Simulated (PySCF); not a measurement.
Assigning NMR signals

Bonds (- single, = double, # triple, : aromatic): C1-Si2 1.915 Å, Si2-O3 1.639 Å, Si2-Si4 2.325 Å, Si2-P5 2.270 Å. C1 carries H6, H7, H8; O3 carries H9; Si4 carries H10, H11, H12; P5 carries H13, H14. Stereochemistry as in C[Si@](O)([SiH3])P.

Method: coordinates at the GFN2-xTB level, GIAO PBE0/pcSseg-1 shieldings, in PySCF 2.14.0 with density-fitted response routines (in vacuum, rapidly exchanging positions averaged, a single conformation, no relativistic terms).

δ = σ(ref) − σ, references computed at the same level: $^{1}$H against TMS.

Q: Assign these signals to the numbered atoms. $^{1}$H NMR (400 MHz, computed): δ 3.47 (m, 3H), 1.06 (m, 2H), 1.01 (br s, 1H), 0.45 (m, 3H).

A: 
| δ (ppm) | atoms | environment | reason |
| --- | --- | --- | --- |
| 3.47 | H10/H11/H12 | hydrogen on a silicon bonded to Si | – |
| 1.06 | H13/H14 | hydrogen on a phosphorus bonded to Si | – |
| 1.01 | H9 | hydrogen on an oxygen bonded to Si | exchangeable, gas-phase position |
| 0.45 | H6/H7/H8 | hydrogen on a methyl carbon bonded to Si | an electropositive neighbour shields it, as in TMS itself |

H13/H14 and H9 lie closer than the usual error of such a calculation, so a measured spectrum could show them in the other order.

OH and NH positions are those of a molecule without intermolecular hydrogen bonds; in solution they move with solvent, concentration and temperature, and exchange usually removes their couplings. Multiplicities follow the n + 1 count of equivalent neighbours, as no J values were calculated; m marks all less simple cases, F and P coupling included.
